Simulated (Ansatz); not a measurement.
Cost and result for the atomization energy of ClH₄SbSi (`Cl[SiH2][SbH2]`) (7 atoms, 6 bonds).

Charge 0, multiplicity 1. Correlated methods include outer-core shells of Sb, which these sets cover unevenly. Sb takes the def2 core potential. All single points use the PBE0-D4/def2-TZVP geometry. Program: Ansatz. All runs use 2 threads of an Arm Neoverse V1 on a shared host. Times are those of one run each, without the atoms' runs, and a repeat can differ threefold. Electronic energies, without spin–orbit coupling; frozen cores. CCSD(T)/CBS adds CCSD(T) − MP2 in def2-TZVPP to the MP2 limit, and its time is that of the two runs behind it. T1 = 0.012. With those shells the extrapolation isn't a true limit. HSE06 is the plane-wave form, built on full-range PBE exchange.

CCSD(T)/CBS is a level of theory with its own doubt, some kJ/mol a heavy atom from the limit and from the frozen cores, so smaller differences don't rank the functionals.

```tsv
level	functions	wall time	atomization (kJ/mol)	difference from CCSD(T)/CBS	per bond
CCSD(T)/def2-SVP	82	2.9 s	1620.1	-191.1	-31.8
PBE-D4/def2-TZVPP (with forces)	190	3 s	1796.6	-14.6	-2.4
PBE0-D4/def2-TZVPP	190	3.5 s	1779.5	-31.7	-5.3
BHLYP-D4/def2-TZVPP	190	3.6 s	1772.6	-38.6	-6.4
HSE06-D4/def2-TZVPP	190	3.9 s	1778.6	-32.6	-5.4
CAM-B3LYP-D4/def2-TZVPP	190	4 s	1800.6	-10.6	-1.8
r2SCAN-D4/def2-TZVPP (with forces)	190	6 s	1798.2	-13.0	-2.2
r2SCANh-D4/def2-TZVPP	190	6.5 s	1789.2	-22.0	-3.7
PBE-QIDH/def2-TZVPP	190	6.5 s	1763.2	-48.0	-8.0
ωB97X-V/def2-TZVPP	190	11 s	1832.0	20.8	3.5
MP2/def2-QZVPP	342	17 s	1760.0	-51.2	-8.5
CCSD(T)/def2-TZVPP	190	82 s	1745.1	-66.1	-11.0
CCSD(T)/CBS(def2)	–	99 s	1811.2	0.0	0.0
```

From PBE to PBE0 (25 % exact exchange), in def2-TZVPP and without D4, the atomization energy moves by −14.5 kJ/mol: exact exchange takes away binding that semilocal exchange gives to molecules. The D4 term adds +30.2 kJ/mol with B3LYP and +15.8 kJ/mol with PBE0; it sums over pairs of atoms, weighted by their polarisabilities, and B3LYP, whose exchange is more repulsive, gets the larger term. Leaving LDA and LC-ωPBE aside and taking each functional with its dispersion term where it has one, the values, not all of them listed here, spread over 73.4 kJ/mol, from revPBE-D4 to B97M-V. LDA lies +261.1 kJ/mol from PBE without D4, its usual overbinding.

B3LYP here is the variant with VWN-RPA as its local correlation; programs differ in this.
